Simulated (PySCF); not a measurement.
SnH2Me(NCO), C₂H₅NOSn.
Cartesian coordinates in Å at the PBE0-D3(BJ)/def2-SVP level; atoms count from 1:
```
atom  x, y, z in Å
Sn1    0.818    0.030    0.629
H2     0.645   -0.092    2.326
H3     2.452   -0.074    0.135
C4    -0.243    1.674   -0.231
H5     0.178    2.626    0.122
H6    -1.301    1.616    0.057
H7    -0.162    1.627   -1.326
N8    -0.061   -1.641   -0.117
C9    -0.764   -2.496   -0.572
O10   -1.437   -3.347   -1.019
```

Method: PySCF, PBE0-D3(BJ)/def2-SVP geometry optimisation, gas phase, def2 core potentials past Kr.

**Question.** Which atoms are bound to Sn1, and at what distances?

**Answer.** 4 atoms: H3 1.710 Å, H2 1.710 Å, N8 2.030 Å, C4 2.137 Å. The nearest atom not counted as bound is H7, at 2.71 Å (others tie with it).

**Question.** List the angles at Sn1.

**Answer.** 
```csv
angle,degrees,distance of the outer atoms (Å)
H3–Sn1–C4,113.9,3.23
H2–Sn1–C4,113.8,3.23
H2–Sn1–H3,112.3,2.84
C4–Sn1–N8,105.7,3.32
H2–Sn1–N8,105.2,2.98
H3–Sn1–N8,104.9,2.97
```

**Question.** What is the shape at Sn1?

**Answer.** Distorted tetrahedral: angles from 104.9° to 113.9°; τ4 = (360° − α − β)/141° = 0.94 with α and β the two widest (0 for a square, 1 for a tetrahedron).

**Question.** What are the other bond lengths?

**Answer.** C4–H5, C4–H6, C4–H7 1.098 Å; N8–C9 1.196 Å; C9–O10 1.174 Å.

**Question.** Give some angles away from the centre.

**Answer.** Sn1–N8–C9 169.2°, N8–C9–O10 179.0°.

**Question.** What are the rotational constants (commonest isotopes, rigid rotor)?

**Answer.** A = 7247, B = 1234, C = 1081 MHz: a near-prolate asymmetric top.

Point group: near Cs, missed by 0.14 Å at most; the miss may be what the optimiser left on a soft mode. Charge 0, singlet. Whether it is a minimum is left open (no frequencies).
